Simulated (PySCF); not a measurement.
PySCF job for CH6ClFSi3, SMILES [Si@]1(F)(C[SiH2][SiH2]1)Cl, PBE/pcSseg-1. Geometry: PBE-D3(BJ)/def2-SVP. The structure was generated by enumeration; whether it is a known compound was not checked.

```python
import numpy as np
from pyscf import gto, scf, dft
from pyscf.prop.nmr import rks as nmr

mol = gto.M(
    atom='''
    F     0.39613061    0.79161781   -1.85633953
    Si    0.51951855    0.22077873   -0.32049288
    Cl    2.47639952    0.55311794    0.30330275
    C    -0.02437353   -1.58981508   -0.29046809
    Si   -1.87651245   -1.27244884    0.14041065
    Si   -1.34132790    0.89175447    0.96275336
    H     0.17575258   -2.17105748   -1.21312937
    H     0.46645910   -2.10643590    0.56266242
    H    -2.46159023   -2.27831830    1.09367150
    H    -2.71572746   -1.19883890   -1.10559538
    H    -2.14445479    2.09455331    0.55654302
    H    -1.06166021    0.91024181    2.44216921
    ''',
    basis='pcSseg-1',
    charge=0,
    spin=0,
    max_memory=1600,
    verbose=3,
)
mf = dft.RKS(mol, xc='pbe')
mf.grids.level = 3
mf.conv_tol = 1e-10
mf.max_cycle = 100
mf.kernel()
n = nmr.NMR(mf)
n.verbose = 2
n.max_cycle_cphf = 60
sigma = n.kernel()
print('atom   isotropic/ppm   span/ppm')
for i, s in enumerate(sigma):
    w = np.linalg.eigvalsh((s + s.T) / 2)
    print(f'{mol.atom_symbol(i):2s}{i + 1:3d} {w.mean():14.3f} {w[2] - w[0]:11.3f}')
```

Output:

```
converged SCF energy = -1469.51065435016
atom   isotropic/ppm   span/ppm
F   1        296.221     105.044
Si  2        286.739      65.596
Cl  3        739.431     352.588
C   4        158.844      60.227
Si  5        411.936      65.777
Si  6        401.064     139.409
H   7         29.403      12.114
H   8         29.915       8.947
H   9         26.585       8.903
H  10         26.722       8.320
H  11         26.627       8.974
H  12         26.762       6.908
```

The run converged.

Cost: roughly 50 core-seconds.
